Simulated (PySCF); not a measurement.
Input of a run (PBE0-D3(BJ)/def2-SVP geometry optimisation, gas phase (PySCF 2.14.0)), started from GFN2-xTB:
```
{"job": {"xc": "PBE0", "basis": "def2-SVP", "d3": "d3bj", "grid": 1, "shake": 0.01, "kind": "geom"}, "charge": 0, "multiplicity": 1}
C     -3.098030    -1.064480     0.117560
C     -2.432400     0.062070    -0.091670
C     -1.508100     0.684090     0.892510
C     -0.099590     0.931490     0.272060
C      0.112440     2.325840    -0.205510
C      0.768930    -0.034250     0.125190
C      0.598780    -1.467810     0.547210
O      2.011300     0.279670    -0.420710
Ge     3.277760    -0.724310    -1.013650
H     -3.069290    -1.582670     1.054980
H     -3.786560    -1.450260    -0.625280
H     -2.498980     0.591000    -1.026660
H     -1.923240     1.663030     1.200900
H     -1.427350     0.060010     1.795930
H      0.193450     2.999400     0.655920
H     -0.714130     2.686880    -0.807750
H      1.035360     2.400250    -0.773800
H      0.926790    -2.113840    -0.251200
H      1.190950    -1.679410     1.435320
H     -0.474980    -1.685080     0.759630
H      4.220940     0.332320    -1.454560
H      2.807460    -1.576880    -2.204950
H      3.836160    -1.613510     0.021390
```

Output (energies in Eh, forces in Eh/bohr):
```
step   0  E = -2426.17549312  max force = 0.058267
step   1  E = -2426.18542845  max force = 0.024372
step   2  E = -2426.18671371  max force = 0.006726
step   3  E = -2426.18674787  max force = 0.006199
step   4  E = -2426.18754290  max force = 0.002199
step   5  E = -2426.18758470  max force = 0.002081
step   6  E = -2426.18772320  max force = 0.001084
step   7  E = -2426.18776763  max force = 0.001508
step   8  E = -2426.18783556  max force = 0.001960
step   9  E = -2426.18790674  max force = 0.001534
step  10  E = -2426.18795748  max force = 0.000696
step  11  E = -2426.18801149  max force = 0.000729
step  12  E = -2426.18810845  max force = 0.000501
step  13  E = -2426.18817410  max force = 0.000310
step  14  E = -2426.18817380  max force = 0.000141
optimisation converged
```

Q: Summarise the run.

A: The energy falls by 0.345 eV over 15 energy and gradient evaluations, the largest force component goes from 0.0583 to 1.4e-04 Eh/bohr, and the atoms move by 0.316 Å rms after alignment. The bond that changes most is O8–Ge9 (ends: oxygen bonded to C and Ge; germanium bonded to O and 3 H), which lengthens by 0.074 Å. Bonds longer at the end by more than 0.005 Å: 15 of 22; shorter: 4. Among the angles that change most is C6–O8–Ge9, from 131.3° to 124.0°. Among the dihedrals that turn most is C4–C6–O8–Ge9, from -168° to -132°. The energy never rose by more than 1e-6 Eh on the way. The first step brought 78 % of the lowering.

Q: What are the final bond lengths?

A: C1=C2 1.334 Å, C2–C3 1.500 Å, C3–C4 1.514 Å, C4–C5 1.497 Å, C4=C6 1.348 Å, C6–C7 1.496 Å, C6–O8 1.365 Å, O8–Ge9 1.795 Å, C1–H10 1.096 Å, C1–H11 1.093 Å, C2–H12 1.098 Å, C3–H13 1.105 Å, C3–H14 1.101 Å, C5–H15 1.104 Å, C5–H16 1.104 Å, C5–H17 1.097 Å, C7–H18 1.105 Å, C7–H19 1.103 Å, C7–H20 1.095 Å, Ge9–H21 1.532 Å, Ge9–H22 1.541 Å, Ge9–H23 1.540 Å. Numbering counts from 1 in the input's order; the species is `C=CC/C(C)=C(\C)[O][GeH3]`.

The run used 214 basis functions and 111 SCF cycles in all. Hardware: one thread, Arm Neoverse V1 (aarch64), no GPU, shared host with 64 logical CPUs at a one-minute load of 28. Cost: 7.6 min of wall time, 1.1 GiB resident at most.

Not checked by PBE0-D3(BJ)/def2-SVP frequencies. One conformer, not necessarily the lowest.
